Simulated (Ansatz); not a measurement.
Species: H3NS, SMILES `NS` (charge 0, multiplicity 1), formula H$_{3}$NS.

### Question
How many basis functions does frozen-core CCSD(T)/cc-pVTZ // B3LYP-D3(BJ)/def2-TZVP (Ansatz, a first-principles code) use, how many core orbitals are frozen, and how many electrons are correlated?

### Answer
106 basis functions and 6 frozen orbitals, which leaves 14 correlated electrons. Core time is of the order of seconds.
